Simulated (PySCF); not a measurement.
# Telling isomers of C9H8O apart by NMR

PySCF 2.14.0 with density-fitted response routines calculation with geometry: PBE0-D3(BJ)/def2-SVP and shieldings: GIAO PBE0/pcSseg-1; relativity neglected, in vacuum, single conformer, equivalent nuclei averaged.

Referencing at the same level of theory: 1H (σref 31.27) and 13C (σref 184.41) vs TMS. Where no couplings were computed, multiplicities follow the n + 1 count of equivalent neighbours, and m marks all less simple cases (inequivalent or close neighbours, rings, F or P nearby). Shifts are as computed. Against solution values, carbons near 30 ppm lie about +2 ppm off and those near 130 ppm about +5 ppm. Of 1211 compounds with measured shifts, 218 miss one by over three times the rms of a fit or turn the order of signals round; such compounds aren't used in these exercises.

(1) Tabulate the signals of `O=C1CCc2ccccc21`, `O=C/C=C/c1ccccc1` and their relative energies.

(2) What is the quickest way to tell O=C1CCc2ccccc21 from O=C/C=C/c1ccccc1?

Answers

(1) 
```json
{"SMILES": "O=C1CCc2ccccc21", "carbon types": "3×C 4×CH 2×CH2", "δC": "206.8, 160.3, 141.4, 139.8, 132.3, 131.7, 130.5, 37.1, 27.6", "δH": "8.08 (d, 1H), 7.65 (m, 1H), 7.56 (m, 1H), 7.49 (m, 1H), 2.99 (m, 2H), 2.51 (m, 2H)", "E rel. (kcal/mol)": "0.0"}
{"SMILES": "O=C/C=C/c1ccccc1", "carbon types": "1×C 8×CH", "δC": "194.7, 159.7, 138.7, 137.5, 134.9, 134.6, 133.4", "δH": "9.65 (d, 1H), 7.75 (d, 2H), 7.58 (m, 2H), 7.54 (m, 1H), 7.01 (d, 1H), 6.83 (m, 1H)", "E rel. (kcal/mol)": "24.5"}
```

Energies are electronic energies at PBE0/pcSseg-1 on these geometries, without zero-point or thermal terms, each for the one conformer computed, which needn't be the lowest.

(2) Count the carbon signals: 9 against 7. The first has a ketone carbonyl carbon (C) at 206.8 ppm, the second an aldehyde carbonyl carbon (CH) at 194.7 ppm. In the proton spectra the most deshielded non-exchanging signals are 8.08 (d, 1H) and 9.65 (d, 1H).
